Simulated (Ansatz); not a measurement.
Al₁₂P₁₀F₆. Total charge 0; triplet. Geometry PBE-D4/def2-SVP, that of the neutral singlet.

```xyz
28

P     0.0003    2.2394   -3.3173
P    -0.8696    2.1165    4.0463
P     0.8835    4.6649    0.8622
P    -0.8369    1.6534    0.1846
P    -0.5712   -1.4812    1.5415
P     1.6204   -0.7248   -1.5034
P     2.7121    0.8712    2.0430
P    -2.8607   -0.5834   -2.0443
P    -0.4419   -4.1513   -1.6062
P     3.0019    3.1005   -1.3935
Al   -1.4060    0.5369    2.4564
Al   -2.1573   -0.3028    0.1109
Al    0.5988    3.3168   -1.2039
Al   -0.5549    0.0769   -2.5372
Al    2.0014    1.3652   -2.4770
Al   -0.3564    3.1056    1.9620
Al    1.3643    1.3715    3.8550
Al    2.4388    2.8476    0.8238
Al    1.0029    0.0455    0.6099
Al   -0.9953   -3.6554    0.6586
Al    0.8283   -2.5423   -2.7456
Al   -2.1860   -2.7140   -1.6097
F    -3.0937    0.2401    1.6939
F    -0.2626   -1.3698   -3.7324
F     2.1052    1.2876    5.3627
F    -1.0650   -4.9048    1.7742
F     1.8803   -3.1610   -3.9023
F    -2.7808   -3.2489    0.0878
```

Single mean-field runs in def2-SVP are fitted with def2-universal-jkfit. At PBE0-D4/def2-SVP a singlet of charge 0 lies 2.15 eV below the triplet at the same geometry.

(1) Estimate the α-spin orbital energies around the gap (eV) in Ansatz with PBE-D4/def2-SVP, PBE0-D4/def2-SVP.

Answers

(1) 
```
orbital  PBE-D4/def2-SVP  PBE0-D4/def2-SVP
 HOMO−5            -6.62             -7.62
 HOMO−4            -6.59             -7.59
 HOMO−3            -6.43             -7.43
 HOMO−2            -6.37             -7.37
 HOMO−1            -6.18             -7.15
   HOMO            -4.04             -4.50
   LUMO            -3.79             -3.26
 LUMO+1            -3.46             -2.90
 LUMO+2            -3.38             -2.79
 LUMO+3            -3.20             -2.64
 LUMO+4            -3.08             -2.57
 LUMO+5            -2.92             -2.34
 β HOMO            -6.23             -7.09
 β LUMO            -5.82             -5.48
```
